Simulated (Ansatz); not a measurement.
Z-matrix (Å, degrees):
```
C
C 1 1.508
H 1 1.092 2 110.5
H 1 1.093 2 110.4 3 120.1
H 1 1.092 2 110.5 3 -119.8
O 2 1.413 1 109.4 3 59.8
H 2 1.099 1 110.2 3 -61.1
H 2 1.099 1 110.2 3 -179.2
Si 6 1.646 2 122.8 1 179.1
C 9 1.856 6 107.5 2 -179.9
H 9 1.493 6 109.9 2 58.9
H 9 1.493 6 109.8 2 -58.8
H 10 1.092 9 110.7 6 60.0
H 10 1.092 9 110.7 6 -60.2
H 10 1.093 9 110.4 6 179.9
```

Total charge 0; spin multiplicity 1.

Problem. List the CAM-B3LYP/def2-TZVPP orbital energies in eV (Ansatz). (An estimate is asked.)

Solution. Computed: Occupied: -1800.99, -522.20, -280.17, -278.47, -278.24, -145.49, -100.85, -100.81, -100.80, -29.75, -22.71, -21.23, -18.87, -16.54, -14.92, -14.25, -13.33, -13.06, -12.72, -12.09, -12.08, -10.75, -10.70, -10.06, -9.36. Lowest empty: 1.71, 1.94, 2.62, 3.11, 3.46, 3.50, 3.86, 3.95.
